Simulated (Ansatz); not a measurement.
Harmonic frequencies (cm⁻¹) at PBE0-D4/def2-TZVP from Ansatz: 94, 110, 127, 417, 429, 488, 543, 646, 691, 700, 760, 793, 852, 916, 1355, 1913, 1918, 1960, 1961, 3046, 3124.

Task: Which molecule is it?
A. `N=C=CC(=N)O`
B. `CSBS`
C. `[CH3][GaH][C](=N)F`
D. `[AlH2][CH2][GaH2]`

Result: D.
